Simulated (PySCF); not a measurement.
# Ni²⁺: ionisation energy

Ni²⁺ [Ar] 3d8 (3F) → Ni³⁺ [Ar] 3d7 (4F), as a difference of total energies. All numbers are calculated (PySCF 2.14, scalar relativity by spin-free X2C-1e, in aug-cc-pVTZ-DK (8s7p5d3f2g, 93 functions)). Correlated levels: valence: [Ar] frozen. The calculations carry no spin-orbit coupling.

| method | ionisation energy (eV) |
| --- | --- |
| UHF | 32.608 |
| LDA | 36.313 |
| PBE | 35.833 |
| PBE0 | 35.328 |
| r2SCAN | 35.477 |
| BP86 | 35.946 |
| r2SCAN0 | 35.118 |
| LC-wPBE | 35.702 |
| PW91 | 35.945 |
| MP2 (valence) | 34.930 |
| SCS-MP2 (valence) | 34.868 |

A first-order spin-orbit estimate (lowest level to lowest level, LS coupling) adds -0.013 eV.

Errors of the correlated levels include the incompleteness of this basis and the frozen core.

**Question.** Which method comes closest to the reference value, and which is furthest?

**Answer.** The reference is 35.187 ± 0.019 eV (measured; NIST Atomic Spectra Database, ionization energies). Closest: r2SCAN0 (error -0.081 eV); furthest: UHF (error -2.591 eV), both after the spin-orbit estimate.
